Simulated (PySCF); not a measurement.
Cartesian coordinates in Å; atom numbers follow the order of the lines, from 1:
```xyz
26

Si    0.1371   -0.6911    1.7464
Cl    0.2853   -1.4520    3.6762
C    -0.5312   -2.0092    0.5910
Si   -0.6780   -1.3320   -1.1510
Cl   -1.4154   -2.7980   -2.4304
C     1.0143   -0.7786   -1.7378
Si    1.6930    0.5469   -0.6000
Cl    3.5713    1.1487   -1.2593
C     1.8242   -0.1459    1.1377
C     0.5178    2.0093   -0.5977
Si   -1.1769    1.4777    0.0018
Cl   -2.4828    3.0985    0.0065
C    -1.0191    0.7853    1.7368
C    -1.8368    0.1414   -1.1361
H     0.1388   -2.8855    0.5985
H    -1.5193   -2.3484    0.9456
H     0.9433   -0.3881   -2.7670
H     1.7020   -1.6409   -1.7606
H     2.5203   -1.0017    1.1435
H     2.2395    0.6196    1.8151
H     0.4418    2.4231   -1.6174
H     0.9152    2.8075    0.0522
H    -0.6278    1.5639    2.4134
H    -2.0118    0.4889    2.1158
H    -2.8375   -0.1748   -0.7950
H    -1.9488    0.5411   -2.1580
```

Computational details: NMR shieldings at PBE0/pcSseg-1/GIAO, coordinates at the PBE0-D3(BJ)/def2-SVP level, in PySCF (single conformer, one averaged value for each set of equivalent atoms, no relativistic terms, no solvent).

Chemical shifts δ = σref − σ; ¹³C (σ = 184.41 ppm), ¹H (σ = 31.27 ppm), ²⁹Si (σ = 351.99 ppm) against TMS; ³⁵Cl (σ = 943.27 ppm) vs HCl, all at this level.

```json
{"atoms": "Cl2/Cl5/Cl8/Cl12", "nucleus": "³⁵Cl", "count": "4", "δ (ppm)": "?"}
{"atoms": "C3/C6/C9/C10/C13/C14", "nucleus": "¹³C", "count": "6", "δ (ppm)": "?"}
{"atoms": "Si1/Si4/Si7/Si11", "nucleus": "²⁹Si", "count": "4", "δ (ppm)": "29.3"}
{"atoms": "H15/H16/H17/H18/H19/H20/H21/H22/H23/H24/H25/H26", "nucleus": "¹H", "count": "12", "δ (ppm)": "0.52"}
```

Estimate the values marked ?.

Answers


- C3/C6/C9/C10/C13/C14: 14.9 ppm, carbon bonded to 2 Si, 2 H
- Cl2/Cl5/Cl8/Cl12: 56 ppm, chlorine bonded to Si

Shifts are as computed. Against solution values, carbons near 30 ppm lie about +2 ppm off and those near 130 ppm about +5 ppm (rms about the fit 1.9 ppm; single classes can miss by 10 ppm). Of 1328 compounds with measured shifts, 309 miss one by over three times the rms of a fit or turn the order of signals round; such compounds aren't used in these exercises. Signals without a measured value on file couldn't be tested in this way; 1H shifts scatter by 0.2 ppm about their fit, and single ones miss by 0.5 ppm.
